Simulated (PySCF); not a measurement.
F4Ti, charge -1, multiplicity 2. Atoms are numbered in the order given.

```xyz
5

Ti     0.0000     0.0000     0.0000
F      1.1878     1.1878    -0.8034
F      1.1878    -1.1878     0.8034
F     -1.1878    -1.1878    -0.8034
F     -1.1878     1.1878     0.8034
```
Charge -1, spin multiplicity 2.

Coordinates come from a PBE-D3(BJ)/def2-SVPD optimisation. The spin state was assumed, not searched.

These are CAM-B3LYP/def2-SVPD (PySCF) values and carry that method's errors.

Mulliken values depend strongly on the basis, most of all with diffuse functions as here. ESP charges are fitted to the potential on shells at 1.4 to 2.0 van der Waals radii. Atomic charges (e):

| atom | meta-Löwdin | ESP fit | Mulliken spin |
|---|---|---|---|
| Ti1 | ___ | 1.24 | 1.01 |
| F2 | ___ | -0.56 | 0.00 |
| F3 | ___ | -0.56 | 0.00 |
| F4 | ___ | -0.56 | 0.00 |
| F5 | ___ | -0.56 | 0.00 |

Q: Complete the blanks. (The exact figures need the calculation; the answer reports its results.)

A: 
- Ti1, meta-Löwdin: 1.54
- F2, meta-Löwdin: -0.64
- F3, meta-Löwdin: -0.64
- F4, meta-Löwdin: -0.64
- F5, meta-Löwdin: -0.64
